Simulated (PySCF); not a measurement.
C2H4O2, charge -1, doublet, at a GFN2-xTB geometry (a state made from the parent by changing its charge; the spin is typed, not shown lowest) (in this run its highest filled SCF level lies above zero, so its values depend strongly on the basis, on diffuse functions most of all); PBE/cc-pVDZ (PySCF).

Here is a job for PySCF.
```python
from pyscf import gto, scf, dft

mol = gto.Mole()
mol.atom = '''
    C    -1.356943   -0.346950   -0.014702
    O    -0.116211   -0.920962   -0.205220
    C     1.015953    0.076571   -0.157257
    O     0.775794    1.256962    0.285561
    H    -1.969029   -0.394070   -0.933834
    H    -1.906759   -0.864197    0.790425
    H    -1.213904    0.708718    0.266746
    H     1.858964   -0.516171    0.265680
'''
mol.basis = 'cc-pvdz'
mol.charge = -1
mol.spin = 1
mol.verbose = 4
mol.build()

mf = dft.UKS(mol)
mf.xc = 'pbe'
mf.kernel()
```

Q: Write the output that PySCF gives for this input, abridged.

A: 
```
PySCF version 2.14.0

[INPUT] verbose = 4
[INPUT] num. atoms = 8
[INPUT] num. electrons = 33
[INPUT] charge = -1
[INPUT] spin (= nelec alpha-beta = 2S) = 1
[INPUT] symmetry False subgroup None
[INPUT] Mole.unit = angstrom
[INPUT] Symbol           X                Y                Z      unit          X                Y                Z       unit  Magmom
[INPUT]  1 C     -1.356943000000  -0.346950000000  -0.014702000000 AA   -2.564250636646  -0.655640478918  -0.027782753483 Bohr   0.0
[INPUT]  2 O     -0.116211000000  -0.920962000000  -0.205220000000 AA   -0.219606962662  -1.740365951132  -0.387809595283 Bohr   0.0
[INPUT]  3 C      1.015953000000   0.076571000000  -0.157257000000 AA    1.919872925430   0.144698219084  -0.297172661171 Bohr   0.0
[INPUT]  4 O      0.775794000000   1.256962000000   0.285561000000 AA    1.466038189081   2.375313928986   0.539632081857 Bohr   0.0
[INPUT]  5 H     -1.969029000000  -0.394070000000  -0.933834000000 AA   -3.720925541326  -0.744684373907  -1.764690505807 Bohr   0.0
[INPUT]  6 H     -1.906759000000  -0.864197000000   0.790425000000 AA   -3.603252295550  -1.633095647671   1.493686772009 Bohr   0.0
[INPUT]  7 H     -1.213904000000   0.708718000000   0.266746000000 AA   -2.293946101514   1.339282919550   0.504076884823 Bohr   0.0
[INPUT]  8 H      1.858964000000  -0.516171000000   0.265680000000 AA    3.512932835426  -0.975421823443   0.502062436774 Bohr   0.0

nuclear repulsion = 118.395699444387
number of shells = 32
number of NR pGTOs = 132
number of NR cGTOs = 76
basis = cc-pvdz
ecp = {}

******** <class 'pyscf.dft.uks.UKS'> ********
method = UKS
initial guess = minao
damping factor = 0
level_shift factor = 0
DIIS = <class 'pyscf.scf.diis.CDIIS'>
diis_start_cycle = 1
diis_space = 8
diis_damp = 0
SCF conv_tol = 1e-09
SCF conv_tol_grad = None
SCF max_cycles = 50
direct_scf = True
direct_scf_tol = 1e-13
number electrons alpha = 17  beta = 16
XC library pyscf.dft.libxc version 7.1.2
    S. Lehtola, C. Steigemann, M. J. T. Oliveira, and M. A. L. Marques,  SoftwareX 7, 1–5 (2018)
XC functionals = pbe
    J. P. Perdew, K. Burke, and M. Ernzerhof,  Phys. Rev. Lett. 77, 3865 (1996)
    J. P. Perdew, K. Burke, and M. Ernzerhof,  Phys. Rev. Lett. 78, 1396 (1997)
    J. P. Perdew, K. Burke, and M. Ernzerhof,  Phys. Rev. Lett. 77, 3865 (1996)
    J. P. Perdew, K. Burke, and M. Ernzerhof,  Phys. Rev. Lett. 78, 1396 (1997)
radial grids:
    Treutler-Ahlrichs [JCP 102, 346 (1995); DOI:10.1063/1.469408] (M4) radial grids

becke partition: Becke, JCP 88, 2547 (1988); DOI:10.1063/1.454033
pruning grids: <function nwchem_prune>
grids dens level: 3
symmetrized grids: False
atomic radii adjust function: <function treutler_atomic_radii_adjust>
small_rho_cutoff = 0
Set gradient conv threshold to 3.16228e-05
tot grids = 95632
init E= -228.982772924552

cycle= 1 E= -228.51673718054  delta_E= 0.466  |g|= 0.732  |ddm|= 1.95
cycle= 2 E= -225.862897317881  delta_E= 2.65  |g|= 2.08  |ddm|= 11.3
cycle= 3 E= -228.591787640247  delta_E= -2.73  |g|= 0.548  |ddm|= 11.2
cycle= 4 E= -228.725290393824  delta_E= -0.134  |g|= 0.21  |ddm|= 0.691
cycle= 5 E= -228.737476372457  delta_E= -0.0122  |g|= 0.115  |ddm|= 0.337
cycle= 6 E= -228.7426382907  delta_E= -0.00516  |g|= 0.0341  |ddm|= 0.122
cycle= 7 E= -228.743154379443  delta_E= -0.000516  |g|= 0.00687  |ddm|= 0.0357
cycle= 8 E= -228.74317671771  delta_E= -2.23e-05  |g|= 0.00331  |ddm|= 0.0193
cycle= 9 E= -228.743181914582  delta_E= -5.2e-06  |g|= 0.000608  |ddm|= 0.00452
cycle= 10 E= -228.743182114705  delta_E= -2e-07  |g|= 0.000196  |ddm|= 0.000977
cycle= 11 E= -228.743182136399  delta_E= -2.17e-08  |g|= 4.42e-05  |ddm|= 0.000311
cycle= 12 E= -228.743182137139  delta_E= -7.4e-10  |g|= 2.84e-05  |ddm|= 0.00011
Extra cycle  E= -228.743182134839  delta_E= 2.3e-09  |g|= 8e-05  |ddm|= 0.000139
converged SCF energy = -228.743182134839  <S^2> = 0.75145843  2S+1 = 2.0014579
```
